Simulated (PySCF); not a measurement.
C3H11NOSSi2.
InChI=1S/C3H11NOSSi2/c1-4(2)3(5)8-6-7/h8H2,1-2,7H3

A linear-response calculation (PySCF, def2-SVPD basis, gas phase, vertical, core orbitals frozen in the response) gave these numbers; the functional is withheld.

Orbital energies (eV): HOMO-3 -10.33, HOMO-2 -9.48, HOMO-1 -9.43, HOMO -8.99, LUMO 1.18, LUMO+1 1.51, LUMO+2 1.85.

| state | E (eV) | f | main configurations (H = HOMO, L = LUMO) |
| --- | --- | --- | --- |
| S1 | 5.15 | 0.0021 | H-1→L (87%) |
| S2 | 6.01 | 0.013 | H→L+1 (76%), H→L+2 (8%), H→L+3 (8%) |
| S3 | 6.17 | 0.0087 | H→L (91%) |
| S4 | 6.38 | 0.010 | H→L+3 (58%), H→L+2 (22%) |
| S5 | 6.43 | 0.256 | H-2→L (87%) |
| S6 | 6.92 | 0.0013 | H→L+2 (45%), H→L+5 (17%), H→L+4 (10%) |

Triplets, Tamm–Dancoff:

| state | E (eV) | λ (nm) | main configurations (H = HOMO, L = LUMO) |
| --- | --- | --- | --- |
| T1 | 4.60 | 269.8 | H-1→L (88%) |
| T2 | 4.69 | 264.2 | H-2→L (92%) |
| T3 | 5.63 | 220.3 | H→L+1 (78%), H→L+2 (8%) |
| T4 | 6.00 | 206.6 | H→L (83%), H→L+3 (8%) |

Vertical ionisation energy by ΔSCF with the same functional: 9.16 eV. Mean static polarisability: 126.0 au.

**Question.** Name the functional.
A. wB97X-D
B. PBE0
C. HF
D. PBE

**Answer.** A. wB97X-D is range-separated, 22% exact exchange at short range and 100% at long range (ω = 0.2 bohr⁻¹). In this run −ε(HOMO) = 8.99 eV differs from the ΔSCF value by -0.18 eV, and S1 differs from the orbital gap of 10.17 eV by -5.02 eV. The ratio −ε(HOMO)/IP is 0.98. Usual ranges for neutral molecules in this basis: 0.89 to 0.99 with wB97X-D, 0.5 to 0.7 with PBE, 0.7 to 0.83 with PBE0; with Hartree–Fock the ratio is 1 or more (Koopmans' value less the relaxation energy is the ΔSCF value). The other options: PBE, a GGA without exact exchange; HF, time-dependent Hartree–Fock, 100% exact exchange; PBE0, a global hybrid with 25% exact exchange.

Level of theory: PySCF 2.14.0, density-fitted response routines, TDDFT wB97X-D/def2-SVPD, vertical, gas phase, core orbitals frozen in the response. The structure is a single PBE0-D3(BJ)/def2-SVP conformer in the gas phase; no vibrational or solvent corrections.

Hardware: Arm Neoverse V2, one thread, no GPU (shared host). Cost: 7.9 min, 1.3 GiB resident at most.

Conformer computed: `[CH3:1][N:2]([CH3:3])[C:4](=[O:5])[SiH2:6][S:7][SiH3:8]`: C1–N2–C4–O5 180°, N2–C4–Si6–S7 175°, C4–Si6–S7–Si8 6°.
